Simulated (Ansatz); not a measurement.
Program: Ansatz. Geometries: PBE0-D4/def2-TZVP. ΔE: electronic, gas phase. CCSD(T)/CBS is the MP2 limit (def2-TZVPP, def2-QZVPP) plus CCSD(T) − MP2 in def2-TZVPP, frozen cores. This one scheme is used for every species. Functionals use def2-TZVPP. def2 core potentials past Kr. For In outer-core shells are correlated without core-valence functions, which leaves a few kJ/mol of doubt a bond. Each species was taken in one conformer, which may not be the lowest.

`[CH3][InH][CH2]Cl` + CH₃OH → `C[O][InH][CH3]` + `CCl`  (ligand exchange at the In–C bond)

`[CH3][InH][CH2]Cl`:

Cartesian coordinates in Å:
```
C -0.996 0.388 -1.537
In 0.490 -0.643 -0.379
C 0.487 -0.227 1.759
Cl 1.506 1.271 1.701
H -1.041 1.430 -1.216
H -1.977 -0.061 -1.361
H -0.779 0.350 -2.603
H 1.767 -1.635 -0.974
H 1.005 -0.932 2.405
H -0.462 0.060 2.205
```

CH₃OH:

```xyz
6

C     0.344   -0.085   -0.035
O    -0.981   -0.204    0.429
H     0.913   -0.903    0.410
H     0.811    0.860    0.270
H     0.415   -0.176   -1.126
H    -1.501    0.508    0.051
```

`C[O][InH][CH3]`:

```xyz
11

C     0.298   -0.472    1.824
O     1.144    0.371    1.104
In    0.852    0.877   -0.805
C    -0.910   -0.015   -1.632
H    -0.563   -0.842    1.246
H     0.846   -1.352    2.186
H    -0.104    0.046    2.706
H     2.098    1.919   -1.330
H    -1.045    0.268   -2.675
H    -0.834   -1.102   -1.564
H    -1.782    0.302   -1.059
```

`CCl`:

```xyz
5

C     0.140   -0.031   -0.025
Cl   -1.565    0.351    0.275
H     0.192   -0.895   -0.684
H     0.619   -0.254    0.926
H     0.613    0.829   -0.492
```

```json
{"level": "PBE0", "ΔE (eV)": "-0.60"}
{"level": "SCS-MP2/def2-QZVPP", "ΔE (eV)": "-0.66"}
```

**Question.** What does CCSD(T)/CBS give? (An estimate is asked.)

**Answer.** The calculation gave: -0.63 eV. The listed levels differ from it by 0.03, -0.03 eV.

Largest T1 diagnostic among the species: 0.015.

In def2-TZVPP, CCSD(T) changes the Hartree–Fock value by +0.06 eV (the triples alone add −0.00 eV) and MP2 by +0.07 eV. From PBE to PBE0 (25 % exact exchange), in def2-TZVPP and without D4, ΔE moves by +0.05 eV.
